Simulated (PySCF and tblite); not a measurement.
Results of a calculation; reference values are marked as such.
C₅H₁₀O₂, numbered as in [CH3:1][CH:2]1[O:3][CH2:4][CH2:5][CH2:6][O:7]1.

Geometries PBE0-D3(BJ)/def2-SVP; weights from PBE0-D3(BJ)/def2-TZVP energies and GFN2-xTB thermal corrections, with symmetry numbers and mirror pairs. Conformers within 4 kcal/mol (GFN2-xTB free energy) were kept, 5 at most. GIAO shieldings: PBE0/pcSseg-1. Shifts are against TMS (¹H), TMS (¹³C) at the same level; of two unlike H on one atom, a is the less shielded. Codes: tblite and PySCF.

Problem. What shifts does this protocol give at 298.15 K under fast conformational exchange?

Solution. ¹H: 4.21 (H2, 1H), 3.97 (H4a/H6a, 2H), 3.48 (H4b/H6b, 2H), 1.91 (H5a, 1H), 1.19 (H1, 3H), 0.74 (H5b, 1H) ppm. ¹³C: 99.7 (C2), 67.5 (C4/C6), 27.9 (C5), 22.9 (C1) ppm.

Problem. How do the conformers differ?

Solution. The 6-ring runs over atoms 2–3–4–5–6–7. Of a mirror pair one member is shown.
| conformer | shape | weight % |
| --- | --- | --- |
| 1 | 6-ring chair (all substituents equatorial) | 100.0 |
| 2 | 6-ring chair (C1 axial) | 0.0 |
| 3 | 6-ring twist-boat (ring torsions -66, 36, 26, -69, 42, 26°) | 0.0 |

| signal | 1 | 2 | 3 | average |
| --- | --- | --- | --- | --- |
| H1 | 1.19 | 1.31 | 1.16 | 1.19 |
| H2 | 4.21 | 4.99 | 4.89 | 4.21 |
| H4a/H6a | 3.97 | 3.86 | 3.74 | 3.97 |
| H4b/H6b | 3.48 | 3.63 | 3.45 | 3.48 |
| H5a | 1.91 | 0.78 | 1.61 | 1.91 |
| H5b | 0.74 | 2.04 | 1.70 | 0.74 |
| C1 | 22.9 | 13.2 | 20.0 | 22.9 |
| C2 | 99.7 | 95.0 | 99.3 | 99.7 |
| C4/C6 | 67.5 | 59.2 | 58.5 | 67.5 |
| C5 | 27.9 | 28.8 | 29.0 | 27.9 |

Shifts are unscaled: against experiment ¹³C can be off by 15 ppm or more and ¹H by 0.8 ppm.
